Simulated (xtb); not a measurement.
Job for xtb: GFN1-xTB on GaH3S (SMILES [SH][GaH2]), a point of a torsion scan.

```
$ xtb mol.xyz --gfn 1 --sp --chrg 0 --uhf 0
5

S      1.50897378    -0.65196795     0.51552561
Ga    -0.64683913    -0.20859313     0.27334732
H      1.85163446     0.26037229    -0.39299275
H     -1.35952657    -0.38524664    -1.11650759
H     -1.56875500     0.21015943     1.47120488
```

It printed:

```
[...]
           -------------------------------------------------
          |                Calculation Setup                |
           -------------------------------------------------



           -------------------------------------------------
          |                 G F N 1 - x T B                 |
           -------------------------------------------------

        Reference                      10.1021/acs.jctc.7b00118
      * Hamiltonian:
        H0-scaling (s, p, d)           1.850000    2.250000    2.000000
        zeta-weighting                 0.000000
      * Dispersion:
        s8                             2.400000
        a1                             0.630000
        a2                             5.000000
        s9                             0.000000
      * Repulsion:
        kExp                           1.500000
        rExp                           1.000000
      * Coulomb:
        alpha                          2.000000
        third order                    atomic
        anisotropic                    false
      * Halogen bond correction:
        rad-scale                      1.300000
        damping                        0.440000


          ...................................................
          :                      SETUP                      :
          :.................................................:
          :  # basis functions                  26          :
          :  # atomic orbitals                  24          :
          :  # shells                           12          :
          :  # electrons                        12          :
          :  # halogen bonds                     0          :
          :  max. iterations                   250          :
          :  Hamiltonian                  GFN1-xTB          :
          :  restarted?                      false          :
          :  GBSA solvation                  false          :
          :  PC potential                    false          :
          :  electronic temp.          300.0000000     K    :
          :  accuracy                    1.0000000          :
          :  -> integral cutoff          0.2500000E+02      :
          :  -> integral neglect         0.1000000E-07      :
          :  -> SCF convergence          0.1000000E-05 Eh   :
          :  -> wf. convergence          0.2000000E-04 e    :
          :  Broyden damping             0.4000000          :
          :  net charge                          0          :
          :  unpaired electrons                  0          :
          ...................................................

 iter      E             dE          RMSdq      gap      omega  full diag
   1     -6.6650294 -0.666503E+01  0.401E+00    5.17       0.0  T
   2     -6.6974888 -0.324594E-01  0.233E+00    6.35       1.0  T
   3     -6.6996389 -0.215012E-02  0.107E+00    6.04       1.0  T
   4     -6.6998462 -0.207335E-03  0.197E-01    6.10       1.0  T
   5     -6.6998831 -0.368826E-04  0.258E-02    6.12       1.7  T
   6     -6.6998857 -0.259062E-05  0.708E-03    6.12       6.3  T
   7     -6.6998859 -0.203687E-06  0.103E-03    6.12      43.3  T
   8     -6.6998859 -0.457237E-08  0.252E-04    6.12     177.7  T
   9     -6.6998859 -0.152710E-09  0.148E-05    6.12    3013.3  T
  10     -6.6998859 -0.956568E-12  0.200E-06    6.12   22386.2  T

   *** convergence criteria satisfied after 10 iterations ***

         #    Occupation            Energy/Eh            Energy/eV
      -------------------------------------------------------------
         1        2.0000           -0.8485852             -23.0912
         2        2.0000           -0.5497992             -14.9608
         3        2.0000           -0.5232662             -14.2388
         4        2.0000           -0.4495216             -12.2321
         5        2.0000           -0.4367478             -11.8845
         6        2.0000           -0.4136227             -11.2552 (HOMO)
         7                         -0.1888741              -5.1395 (LUMO)
         8                         -0.1738130              -4.7297
         9                         -0.1450882              -3.9480
        10                         -0.1020285              -2.7763
        11                         -0.0823722              -2.2415
       ...                                ...                  ...
        24                          0.8407580              22.8782
      -------------------------------------------------------------
                  HL-Gap            0.2247486 Eh            6.1157 eV
             Fermi-level           -0.3012484 Eh           -8.1974 eV

 SCC (total)                   0 d,  0 h,  0 min,  0.003 sec
 SCC setup                      ...        0 min,  0.000 sec (  1.847%)
 Dispersion                     ...        0 min,  0.000 sec (  0.885%)
 classical contributions        ...        0 min,  0.000 sec (  0.359%)
 integral evaluation            ...        0 min,  0.001 sec ( 26.243%)
 iterations                     ...        0 min,  0.001 sec ( 29.922%)
 molecular gradient             ...        0 min,  0.001 sec ( 37.999%)
 printout                       ...        0 min,  0.000 sec (  2.590%)

         :::::::::::::::::::::::::::::::::::::::::::::::::::::
         ::                     SUMMARY                     ::
         :::::::::::::::::::::::::::::::::::::::::::::::::::::
         :: total energy              -6.672375712978 Eh    ::
         :: gradient norm              0.010730899831 Eh/a0 ::
         :: HOMO-LUMO gap              6.115721529531 eV    ::
         ::.................................................::
         :: SCC energy                -6.699885893423 Eh    ::
         :: -> electrostatic           0.008850871499 Eh    ::
         :: repulsion energy           0.028546592980 Eh    ::
         :: dispersion energy         -0.001036412535 Eh    ::
         :: halogen bond corr.         0.000000000000 Eh    ::
         :: add. restraining           0.000000000000 Eh    ::
         :: total charge               0.000000000000 e     ::
         :::::::::::::::::::::::::::::::::::::::::::::::::::::

           -------------------------------------------------
          |                Property Printout                |
           -------------------------------------------------

    * Orbital Energies and Occupations

         #    Occupation            Energy/Eh            Energy/eV
      -------------------------------------------------------------
         1        2.0000           -0.8485852             -23.0912
         2        2.0000           -0.5497992             -14.9608
         3        2.0000           -0.5232662             -14.2388
         4        2.0000           -0.4495216             -12.2321
         5        2.0000           -0.4367478             -11.8845
         6        2.0000           -0.4136227             -11.2552 (HOMO)
         7                         -0.1888741              -5.1395 (LUMO)
         8                         -0.1738130              -4.7297
         9                         -0.1450882              -3.9480
        10                         -0.1020285              -2.7763
        11                         -0.0823722              -2.2415
        12                         -0.0613707              -1.6700
        13                         -0.0520096              -1.4153
        14                         -0.0433093              -1.1785
        15                         -0.0353158              -0.9610
        16                         -0.0175911              -0.4787
        17                         -0.0146912              -0.3998
       ...                                ...                  ...
        24                          0.8407580              22.8782
Note: The following floating-point exceptions are signalling: IEEE_DENORMAL
normal termination of xtb
      -------------------------------------------------------------
                  HL-Gap            0.2247486 Eh            6.1157 eV
             Fermi-level           -0.3012484 Eh           -8.1974 eV

  Mulliken/CM5 charges         n(s)   n(p)   n(d)
     1S    -0.22170 -0.29524   1.886  4.345 -0.009
     2Ga    0.31876  0.21283   1.252  1.147  0.282
     3H     0.14589  0.21633   0.854  0.000  0.000
     4H    -0.12481 -0.07051   1.125  0.000  0.000
     5H    -0.11814 -0.06341   1.118  0.000  0.000

Wiberg/Mayer (AO) data.
largest (>0.10) Wiberg bond orders for each atom

 ---------------------------------------------------------------------------
     #   Z sym  total        # sym  WBO       # sym  WBO       # sym  WBO
 ---------------------------------------------------------------------------
     1  16 S    2.296 --     2 Ga   1.258     3 H    0.920
     2  31 Ga   3.069 --     1 S    1.258     5 H    0.876     4 H    0.875
     3   1 H    0.983 --     1 S    0.920
     4   1 H    0.989 --     2 Ga   0.875
     5   1 H    0.990 --     2 Ga   0.876
 ---------------------------------------------------------------------------

Topologies differ in total number of bonds
Writing topology from bond orders to xtbtopo.mol

 dipole moment from electron density (au)
     X       Y       Z
  -0.0328   0.4180  -0.3217  total (Debye):    1.343


           -------------------------------------------------
          | TOTAL ENERGY               -6.672375712978 Eh   |
          | GRADIENT NORM               0.010730899831 Eh/α |
          | HOMO-LUMO GAP               6.115721529531 eV   |
           -------------------------------------------------

------------------------------------------------------------------------
------------------------------------------------------------------------
 total:
 SCF:
```

The run finished.

Cost: around 0.020 core-seconds (rough).
